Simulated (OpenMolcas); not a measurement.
Au5+ in a point-charge field

Au5+ among 8 point charges of -1 e arranged as a cube (Oh), 1.84 Å from the ion.

- Program: OpenMolcas
- Method: SS-CASPT2, IPEA 0.25 Eh, imaginary shift 0.1 Eh (closed shells correlated: 5s 5p)
- Basis: ANO-RCC-VDZP [7s6p4d2f]
- Scalar Hamiltonian: DKH2, point nucleus
- Active space: 6 electrons in 5 orbitals (5d)
- State averaging: 2S+1 = 5 even, 5 roots; 2S+1 = 3 even, 45 roots; 2S+1 = 1 even, 50 roots
- Spin-orbit coupling: RASSI with atomic mean-field integrals over the reference wave functions

The lowest spin-free states (labels of O, the rotations of Oh), above the lowest:

| State | Degeneracy | E (cm-1) | Free-ion L (%) |
| --- | --- | --- | --- |
| 5E | 2 | 0 | D (100) |
| 5T2 | 3 | 4910 | D (100) |
| 3T1 | 3 | 18070 | H (67) |
| 3E | 2 | 20630 | H (95) |
| 3T1 | 3 | 21220 | H (44) |
| 3T2 | 3 | 21930 | H (64) |
| 3A2 | 1 | 22760 | F (100) |
| 3A1 | 1 | 24390 | G (100) |
| 3T1 | 3 | 25300 | H (68) |
| 3T2 | 3 | 25990 | F (54) |
| 3E | 2 | 26410 | G (87) |
| 3T1 | 3 | 27120 | G (68) |
| 1T2 | 3 | 28280 | I (61) |
| 1E | 2 | 28570 | I (88) |
| 3T1 | 3 | 29840 | F (44) |
| 3T2 | 3 | 30010 | G (84) |
| 1A1 | 1 | 30850 | I (46) |
| 1A2 | 1 | 30890 | I (99) |
| 1T2 | 3 | 30940 | I (51) |
| 1T1 | 3 | 31980 | I (58) |

The lowest levels with spin-orbit coupling:

| E (cm-1) | Degeneracy | Label | 2S+1 |
| --- | --- | --- | --- |
| 0 | 1 | A1 | 5 (78 %) |
| 120 | 2 | E | 5 (74 %) |
| 250 | 3 | T1 | 5 (77 %) |
| 570 | 3 | T2 | 5 (70 %) |
| 7830 | 2 | E | 5 (49 %) |
| 8080 | 3 | T2 | 5 (57 %) |
| 8530 | 1 | A2 | 5 |
| 11530 | 3 | T2 | 5 (78 %) |
| 12330 | 3 | T1 | 5 (87 %) |
| 15200 | 1 | A1 | 5 (67 %) |
| 15610 | 3 | T1 | 5 (76 %) |
| 18400 | 3 | T2 | 3 (58 %) |
| 20250 | 2 | E | 3 (64 %) |
| 21170 | 3 | T1 | 3 (65 %) |
| 21630 | 1 | A1 | 3 (64 %) |
| 25500 | 2 | E | 3 (88 %) |
| 25960 | 3 | T1 | 3 |
| 26020 | 3 | T2 | 3 (83 %) |
| 26120 | 1 | A1 | 3 (86 %) |
| 26130 | 3 | T2 | 3 |

Powder χT (cm3 K/mol): 0.0555 at 2 K, 0.277 at 10 K, 1.41 at 50 K, 2.75 at 100 K, 4.01 at 200 K, 4.43 at 300 K. The effective moment at 300 K is 2.828 √(χT) = 5.95 μB.

Roots that are degenerate in the reference are averaged as groups; the widest CASPT2 spread within a group is 110 cm-1 (the 3-fold group of multiplicity 3 near 27100 cm-1 above the lowest state of its run). Shifts and gaps below about the spread of the groups concerned are not significant. Spin-orbit coupling mixes the spin-free states strongly: the lowest level takes only 58 % from its leading state, 5E. An orbital doublet at a regular site is open to a Jahn-Teller distortion, which this geometry leaves out. Point charges give a weaker field than real ligands, and real ions of this kind are as a rule low spin; the high spin found here belongs to the model. The ground term spreads over less than 5000 cm-1, several times less than with real ligands, so orbital moments are less quenched and χT lies further from the spin-only value than at real sites. Free-ion shares, where given, are those of the reference states; single-state CASPT2 does not remix them. This is an electrostatic model: the charges have no orbitals. No measured value stands beside these numbers.
